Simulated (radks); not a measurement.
Results of a calculation; reference values are marked as such.
Trend from Co to Ir: ionisation energy by Delta-SCF between NIST ground configurations, and size. Level of theory: scalar-relativistic Kohn-Sham, LDA (Slater exchange, Perdew-Wang correlation), spin-polarised, spherical densities, finite nucleus; open shells are filled with parallel spins first (spin-orbit coupling, left out, can overturn this in heavy ions); Fermi nuclear charge, rms radius of each element as measured or else 0.836 A^(1/3) + 0.57 fm (a radial shooting solver on a logarithmic mesh with Libxc functionals).

| species | configuration | configuration of the ion | IE (eV) | NIST (eV) | kind | -e(HOMO) (eV) |
|---|---|---|---|---|---|---|
| Co | [Ar] 3d7 4s2 | [Ar] 3d8 | 7.898 | 7.881 | exp. | 5.384 (4s) |
| Rh | [Kr] 4d8 5s1 | [Kr] 4d8 | 8.124 | 7.459 | exp. | 4.979 (5s) |
| Ir | [Xe] 4f14 5d7 6s2 | [Xe] 4f14 5d7 6s1 | 9.455 | 8.967 | exp. | 6.123 (6s) |

Reference values: NIST Atomic Spectra Database (exp. = measured, semi-emp. = semi-empirical, theory = theoretical value adopted there). Open shells are spherical and high-spin; term and fine-structure splittings are not resolved. Spin-orbit splitting is averaged out at the scalar-relativistic level.
